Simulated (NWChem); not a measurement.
System: ZnCl₂; SMILES [Cl][Zn][Cl]

Input file for NWChem:

```
start job
memory heap 200 mb stack 900 mb global 1100 mb
geometry units angstroms noautosym nocenter noautoz
  Zn     0.000000     0.000000    -0.114477
  Cl     2.097028     0.000000    -0.114558
  Cl    -2.097028     0.000000    -0.114558
end
basis spherical
  * library def2-svpd
end
dft
  xc xcamb88 1.00 lyp 0.81 vwn_5 0.19 hfexch 1.00
  cam 0.33 cam_alpha 0.19 cam_beta 0.46
  iterations 150
end
tddft
  cis
  nroots 6
  notriplet
end
task tddft energy
```

Output (shortened):

```
             Northwest Computational Chemistry Package (NWChem) 7.3.0
             --------------------------------------------------------

                             Geometry "geometry" -> ""
                             -------------------------

 Output coordinates in angstroms (scale by  1.889725989 to convert to a.u.)

  No.       Tag          Charge          X              Y              Z
 ---- ---------------- ---------- -------------- -------------- --------------
    1 Zn                  30.0000     0.00000000     0.00000000    -0.11447700
    2 Cl                  17.0000     2.09702800     0.00000000    -0.11455800
    3 Cl                  17.0000    -2.09702800     0.00000000    -0.11455800

 Effective nuclear repulsion energy (a.u.)     293.8572618284

                                 NWChem DFT Module
                                 -----------------

 Summary of "ao basis" -> "ao basis" (spherical)
 ------------------------------------------------------------------------------
       Tag                 Description            Shells   Functions and Types
 ---------------- ------------------------------  ------  ---------------------
 Zn                        def2-svpd                12       34   5s4p2d1f
 Cl                        def2-svpd                11       27   5s4p2d

            General Information
            -------------------
          SCF calculation type: DFT
          Wavefunction type:  closed shell.
          No. of atoms     :     3
          No. of electrons :    64
           Alpha electrons :    32
            Beta electrons :    32
          Charge           :     0
          Spin multiplicity:     1
          Use of symmetry is: off; symmetry adaption is: off
          Maximum number of iterations: 150
          AO basis - number of functions:    88
                     number of shells:    34
          Convergence on energy requested:  1.00D-06
          Convergence on density requested:  1.00D-05
          Convergence on gradient requested:  5.00D-04

              XC Information
              --------------
                     Hartree-Fock (Exact) Exchange  1.000
                   CAM-Becke88 Exchange Functional  1.000
                      VWN V Correlation Functional  0.190 local
              Lee-Yang-Parr Correlation Functional  0.810

           Range-Separation Parameters
           ---------------------------
           Alpha           :  0.19
           Beta            :  0.46
           Gamma           :  0.33
           Short-Range HF  :     F

             Grid Information
             ----------------
          Grid used for XC integration:  medium
          Radial quadrature: Mura-Knowles
          Angular quadrature: Lebedev.
          Tag              B.-S. Rad. Rad. Pts. Rad. Cut. Ang. Pts.
          ---              ---------- --------- --------- ---------
          Zn                  1.35      112          11.0       590
          Cl                  1.00       88          14.0       590
          Grid pruning is: on
          Number of quadrature shells:   288
          Spatial weights used:  Erf1

      Superposition of Atomic Density Guess
      -------------------------------------

 Sum of atomic energies:       -2696.22079676

      Non-variational initial energy
      ------------------------------

 Total energy =   -2696.617374
 1-e energy   =   -4340.066896
 2-e energy   =    1349.592260
 HOMO         =      -0.446857
 LUMO         =      -0.054746

   convergence    iter        energy       DeltaE   RMS-Dens  Diis-err
 ---------------- ----- ----------------- --------- --------- ---------
 d= 0,ls=0.0,diis     1  -2699.4679028748 -2.99D+03  1.31D-02  3.95D-01
 d= 0,ls=0.0,diis     2  -2699.4989191451 -3.10D-02  4.83D-03  1.39D-01
 d= 0,ls=0.0,diis     3  -2699.5175024517 -1.86D-02  1.16D-03  1.81D-02
 d= 0,ls=0.0,diis     4  -2699.5190329827 -1.53D-03  2.72D-04  3.20D-03
 d= 0,ls=0.0,diis     5  -2699.5192437140 -2.11D-04  8.27D-05  6.34D-05
  Resetting Diis
 d= 0,ls=0.0,diis     6  -2699.5192496353 -5.92D-06  2.99D-05  3.75D-06
 d= 0,ls=0.0,diis     7  -2699.5192502725 -6.37D-07  2.98D-06  1.69D-08

         Total DFT energy =    -2699.519250272466
      One electron energy =    -4336.848427298833
           Coulomb energy =     1471.261141665925
    Exchange-Corr. energy =     -127.789226467961
 Nuclear repulsion energy =      293.857261828404

 Numeric. integr. density =       64.000000211966

                       DFT Final Molecular Orbital Analysis
                       ------------------------------------

 Vector   30  Occ=2.000000D+00  E=-4.071974D-01
              MO Center= -2.7D-06,  2.5D-06, -1.1D-01, r^2= 5.3D+00
   Bfn.  Coefficient  Atom+Function         Bfn.  Coefficient  Atom+Function
  ----- ------------  ---------------      ----- ------------  ---------------
    48      0.304963  2 Cl pz                75      0.304964  3 Cl pz
    47      0.275995  2 Cl py                74      0.275995  3 Cl py
    45      0.243717  2 Cl pz                72      0.243717  3 Cl pz
    44      0.220566  2 Cl py                71      0.220567  3 Cl py
    42      0.140373  2 Cl pz                69      0.140374  3 Cl pz

 Vector   31  Occ=2.000000D+00  E=-3.901736D-01
              MO Center=  2.8D-06, -6.7D-07, -1.1D-01, r^2= 5.4D+00
   Bfn.  Coefficient  Atom+Function         Bfn.  Coefficient  Atom+Function
  ----- ------------  ---------------      ----- ------------  ---------------
    47      0.318651  2 Cl py                74     -0.318651  3 Cl py
    48     -0.288270  2 Cl pz                75      0.288270  3 Cl pz
    44      0.250686  2 Cl py                71     -0.250686  3 Cl py
    45     -0.226785  2 Cl pz                72      0.226785  3 Cl pz
    41      0.144203  2 Cl py                68     -0.144202  3 Cl py

 Vector   32  Occ=2.000000D+00  E=-3.901736D-01
              MO Center=  2.7D-06,  6.8D-07, -1.1D-01, r^2= 5.4D+00
   Bfn.  Coefficient  Atom+Function         Bfn.  Coefficient  Atom+Function
  ----- ------------  ---------------      ----- ------------  ---------------
    48      0.318651  2 Cl pz                75     -0.318651  3 Cl pz
    47      0.288270  2 Cl py                74     -0.288270  3 Cl py
    45      0.250686  2 Cl pz                72     -0.250686  3 Cl pz
    44      0.226785  2 Cl py                71     -0.226785  3 Cl py
    42      0.144203  2 Cl pz                69     -0.144202  3 Cl pz

 Vector   33  Occ=0.000000D+00  E=-3.873408D-02
              MO Center= -3.0D-05, -1.1D-07, -1.1D-01, r^2= 6.1D+00
   Bfn.  Coefficient  Atom+Function         Bfn.  Coefficient  Atom+Function
  ----- ------------  ---------------      ----- ------------  ---------------
     5      1.727787  1 Zn s                  4      0.607740  1 Zn s
    39     -0.507952  2 Cl s                 66     -0.508269  3 Cl s
    49      0.388743  2 Cl px                76     -0.388827  3 Cl px
    46      0.309479  2 Cl px                73     -0.309483  3 Cl px
     3     -0.271087  1 Zn s                 38     -0.195373  2 Cl s

[...]

                                NWChem TDDFT Module
                                -------------------

            General Information
            -------------------
           No. of orbitals :     176
            Alpha orbitals :      88
             Beta orbitals :      88
        Alpha frozen cores :       0
         Beta frozen cores :       0
     Alpha frozen virtuals :       0
      Beta frozen virtuals :       0
         Spin multiplicity :       1
    Number of AO functions :      88
        Use of symmetry is : off
      Symmetry adaption is : off
         Schwarz screening :  0.10D-07

              XC Information
              --------------
              Hartree-Fock (Exact) Exchange   1.00
            CAM-Becke88 Exchange Functional   1.00
               VWN V Correlation Functional   0.19 local
       Lee-Yang-Parr Correlation Functional   0.81
           Alpha           :  0.19
           Beta            :  0.46
           Gamma           :  0.33

             TDDFT Information
             -----------------
          Calculation type : Tamm-Dancoff TDDFT
         Wavefunction type : Restricted singlets
          No. of electrons :      64
           Alpha electrons :      32
            Beta electrons :      32
              No. of roots :       6
          Max subspacesize :    5200
            Max iterations :     100
               Target root :       1
           Target symmetry : none
      Symmetry restriction : off
                 Algorithm : Optimal
        Davidson threshold :  0.10D-03

    6 smallest eigenvalue differences (eV)
--------------------------------------------------------
  No. Spin  Occ  Vir  Irrep   E(Occ)    E(Vir)   E(Diff)
--------------------------------------------------------
    1    1   32   33 a        -0.390    -0.039     9.563
    2    1   31   33 a        -0.390    -0.039     9.563
    3    1   30   33 a        -0.407    -0.039    10.026
    4    1   29   33 a        -0.407    -0.039    10.026
    5    1   28   33 a        -0.439    -0.039    10.881
    6    1   32   34 a        -0.390     0.010    10.884
--------------------------------------------------------

  Entering Davidson iterations
  Restricted singlet excited states

  Iter   NTrls   NConv    DeltaV     DeltaE      Time
  ----  ------  ------  ---------  ---------  ---------
    1      6       0     0.12E+00   0.10+100        7.8
    2     12       0     0.64E-01   0.37E-01        7.5
    3     18       0     0.20E-01   0.96E-02        7.7
    4     24       0     0.10E-01   0.73E-03        7.8
    5     30       0     0.44E-02   0.48E-04        7.7
    6     36       4     0.12E-01   0.48E-03        7.7
    7     38       5     0.18E-02   0.73E-04        6.9
    8     39       5     0.46E-03   0.26E-05        9.2
    9     40       6     0.59E-04   0.83E-07        7.3
  ----  ------  ------  ---------  ---------  ---------
  Convergence criterion met

  Ground state a       -2699.519250272466 a.u.

  ----------------------------------------------------------------------------
  Root   1 singlet a              0.221484008 a.u.                6.0269 eV
  ----------------------------------------------------------------------------
     Transition Moments    X  0.00001   Y  0.00000   Z  0.00000
     Dipole Oscillator Strength                    0.0000000000
     Electric Quadrupole                           0.0000002001
     Magnetic Dipole                               0.0000007011
     Total Oscillator Strength                     0.0000009012

     Occ.   30  a   ---  Virt.   36  a        0.07943
     Occ.   30  a   ---  Virt.   49  a       -0.05177
     Occ.   31  a   ---  Virt.   33  a       -0.07729
     Occ.   32  a   ---  Virt.   33  a        0.98118
     Occ.   32  a   ---  Virt.   37  a       -0.12765
  ----------------------------------------------------------------------------
  Root   2 singlet a              0.221484021 a.u.                6.0269 eV
  ----------------------------------------------------------------------------
     Transition Moments    X  0.00001   Y -0.00000   Z  0.00000
     Dipole Oscillator Strength                    0.0000000000
     Electric Quadrupole                           0.0000002001
     Magnetic Dipole                               0.0000007011
     Total Oscillator Strength                     0.0000009012

     Occ.   29  a   ---  Virt.   36  a       -0.07943
     Occ.   29  a   ---  Virt.   49  a        0.05177
     Occ.   31  a   ---  Virt.   33  a       -0.98118
     Occ.   31  a   ---  Virt.   37  a        0.12765
     Occ.   32  a   ---  Virt.   33  a       -0.07729
  ----------------------------------------------------------------------------
  Root   3 singlet a              0.241367132 a.u.                6.5679 eV
  ----------------------------------------------------------------------------
     Transition Moments    X  0.00000   Y  0.43567   Z  0.45693
     Dipole Oscillator Strength                    0.0641379910
     Electric Quadrupole                           0.0000000016
     Magnetic Dipole                               0.0000000010
     Total Oscillator Strength                     0.0641379936

     Occ.   30  a   ---  Virt.   33  a       -0.98241
     Occ.   30  a   ---  Virt.   37  a        0.12511
     Occ.   32  a   ---  Virt.   36  a       -0.09508
     Occ.   32  a   ---  Virt.   49  a        0.05399
  ----------------------------------------------------------------------------
  Root   4 singlet a              0.241367143 a.u.                6.5679 eV
  ----------------------------------------------------------------------------
     Transition Moments    X  0.00000   Y -0.45694   Z  0.43566
     Dipole Oscillator Strength                    0.0641380580
     Electric Quadrupole                           0.0000000016
     Magnetic Dipole                               0.0000000011
     Total Oscillator Strength                     0.0641380607

     Occ.   29  a   ---  Virt.   33  a        0.98241
     Occ.   29  a   ---  Virt.   37  a       -0.12511
     Occ.   31  a   ---  Virt.   36  a        0.09508
     Occ.   31  a   ---  Virt.   49  a       -0.05399
  ----------------------------------------------------------------------------
  Root   5 singlet a              0.274295149 a.u.                7.4640 eV
  ----------------------------------------------------------------------------
     Transition Moments    X -0.49058   Y -0.00000   Z -0.00000
     Dipole Oscillator Strength                    0.0440089534
     Electric Quadrupole                           0.0000000012
     Magnetic Dipole                               0.0000000026
     Total Oscillator Strength                     0.0440089573

     Occ.   27  a   ---  Virt.   36  a       -0.05184
     Occ.   28  a   ---  Virt.   33  a        0.73279
     Occ.   28  a   ---  Virt.   37  a       -0.09108
     Occ.   31  a   ---  Virt.   34  a        0.44902
     Occ.   31  a   ---  Virt.   35  a       -0.13503
     Occ.   32  a   ---  Virt.   34  a        0.13503
     Occ.   32  a   ---  Virt.   35  a        0.44902
  ----------------------------------------------------------------------------
  Root   6 singlet a              0.274784315 a.u.                7.4773 eV
  ----------------------------------------------------------------------------
     Transition Moments    X  0.00001   Y -0.00000   Z  0.00001
     Dipole Oscillator Strength                    0.0000000001
     Electric Quadrupole                           0.0000000000
     Magnetic Dipole                               0.0000000000
     Total Oscillator Strength                     0.0000000001

     Occ.   29  a   ---  Virt.   53  a       -0.05598
     Occ.   30  a   ---  Virt.   52  a        0.05600
     Occ.   31  a   ---  Virt.   34  a        0.20121
     Occ.   31  a   ---  Virt.   35  a        0.66900
     Occ.   31  a   ---  Virt.   40  a       -0.05171
     Occ.   31  a   ---  Virt.   45  a       -0.05979
     Occ.   32  a   ---  Virt.   34  a       -0.66901
     Occ.   32  a   ---  Virt.   35  a        0.20117
     Occ.   32  a   ---  Virt.   39  a        0.05173
     Occ.   32  a   ---  Virt.   44  a       -0.05977

              Target root =      1
          Target symmetry = none
      Ground state energy =  -2699.519250272466
        Excitation energy =      0.221484008476
     Excited state energy =  -2699.297766263991

  stored tddft:energy   -2699.2977662639905
```

Level: CAM-B3LYP/def2-SVPD, TDA. Coordinates come from a PBE0/def2-SVP optimisation.
